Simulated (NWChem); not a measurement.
SiH2BrCl; SMILES Cl[SiH2]Br

```xyz
5

Si    -0.8376     0.5837     0.0000
Cl     0.5040     2.1433     0.0000
Br     0.2307    -1.3566     0.0000
H     -1.6587     0.6628     1.2331
H     -1.6587     0.6628    -1.2331
```
Atoms are numbered in this order, from 1.

Computed with NWChem. Pople sets run with spherical d functions. STO-3G and 3-21G are far too small for this property and stand as cheap habits. Coordinates come from a PBE0/def2-SVP optimisation. Field at 589 nm.

Order these runs by computing time, cheapest first, and give rough ratios: B3LYP/def2-SVP; B3LYP/aug-cc-pVDZ; B3LYP/STO-3G.

B3LYP/STO-3G (1), B3LYP/def2-SVP (7), B3LYP/aug-cc-pVDZ (90). Ratios are rough, from one shared machine; the cheapest took around 8 core-seconds (rough). What differs between the cheapest and the dearest: isotropic polarisability (bohr³) 20.9 → 63.6; anisotropy (bohr³) 20.1 → 22.5.
